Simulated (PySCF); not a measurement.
Ga(H)(Cl)(OMe) (CH4ClGaO), SMILES C[O][GaH][Cl].

Coordinates come from a PBE-D3(BJ)/def2-SVP optimisation. The structure was generated by enumeration; whether it is a known compound was not checked. The values are those of a single conformer.

Method: PBE-D3(BJ)/def2-SVP in PySCF 2.14.0.

Frequencies are harmonic and unscaled.

```
mode  ν (cm⁻¹)  IR (km/mol)  moving atoms (share of kinetic energy)
----  --------  -----------  --------------------------------------
1           96          3.7                  O 45 %, H 23 %, C 22 %
2          105          1.4        Cl 29 %, Ga 29 %, C 23 %, H 14 %
3          107          0.8                                  H 92 %
4          237          8.1         O 35 %, C 30 %, H 19 %, Cl 11 %
5          421         51.2                        Cl 64 %, Ga 33 %
6          426         36.5                                  H 89 %
7          559        140.1                          H 84 %, Ga 9 %
8          618         22.8         O 55 %, H 18 %, Ga 16 %, C 10 %
9         1087        183.2                  O 44 %, C 40 %, H 15 %
10        1132          0.1                          H 77 %, C 19 %
11        1159         26.4                  H 61 %, C 22 %, O 17 %
12        1411          0.8                                  H 97 %
13        1420         26.7                          H 89 %, C 10 %
14        1426         10.4                                  H 96 %
15        1960         85.0                                  H 99 %
16        2902         90.1                                  H 97 %
17        2982         48.3                           H 91 %, C 9 %
18        3003         31.3                          H 90 %, C 10 %
```
